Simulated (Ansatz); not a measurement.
Geometry optimisation, Ansatz, RKS PBE/def2-SVP.

Input:

```yaml
crystal:
  periodic: [false, false, false]
  atoms:
    - { symbol: Al, position_ang: [-0.069005, -0.547508, -0.44871] }
    - { symbol: C, position_ang: [-0.031315, -0.133292, 2.689034] }
    - { symbol: H, position_ang: [-0.95762, -0.089385, 3.290784] }
    - { symbol: H, position_ang: [0.835146, -0.382363, 3.329189] }
    - { symbol: H, position_ang: [0.142568, 0.851047, 2.211823] }
    - { symbol: H, position_ang: [1.409953, 0.009646, -0.593592] }
    - { symbol: H, position_ang: [-1.413476, 0.277018, -0.625045] }
    - { symbol: Br, position_ang: [-0.296057, -2.876982, -0.025481] }
    - { symbol: H, position_ang: [-0.144395, -0.956881, 1.947498] }
basis:
  gaussian: { orbitals: def2-SVP }
hamiltonian:
  xc: pbe
relax:
  f_tol: 0.03
  max_steps: 50
```

Command:

```bash
$ ansatz run input.yaml --threads 2 --pin off --max-ram 3072MiB --backend cpu --events-out ev --progress --plain --runs-dir out
```

Problem. Where does it end, and by what steps?

Solution. It converged. After 6 steps the energy has fallen by 0.107 eV; H5 moved furthest, 0.32 Å.

```json
{"step": "0", "energy less start (eV)": "0.0000", "largest force component (eV/Å)": "0.942", "accepted": "yes"}
{"step": "1", "energy less start (eV)": "-0.0711", "largest force component (eV/Å)": "0.195", "accepted": "yes"}
{"step": "2", "energy less start (eV)": "-0.0862", "largest force component (eV/Å)": "0.143", "accepted": "yes"}
{"step": "3", "energy less start (eV)": "-0.0989", "largest force component (eV/Å)": "0.301", "accepted": "yes"}
{"step": "4", "energy less start (eV)": "-0.0823", "largest force component (eV/Å)": "0.369", "accepted": "no"}
{"step": "5", "energy less start (eV)": "-0.1058", "largest force component (eV/Å)": "0.069", "accepted": "yes"}
{"step": "6", "energy less start (eV)": "-0.1066", "largest force component (eV/Å)": "0.022", "accepted": "yes"}
```

```xyz
9
Properties=species:S:1:pos:R:3
Al -0.069 -0.589 -0.218
C -0.033 -0.128 2.589
H -0.955 0.047 3.173
H 0.847 -0.220 3.252
H 0.129 0.735 1.913
H 1.406 -0.005 -0.338
H -1.401 0.276 -0.325
Br -0.300 -2.868 -0.325
H -0.149 -1.098 2.054
```

Whether the end is a true minimum wasn't checked by a vibrational analysis.

The run took 9.8 s on 2 threads of Arm Neoverse V2, on a shared host, peak memory 0.13 GiB.
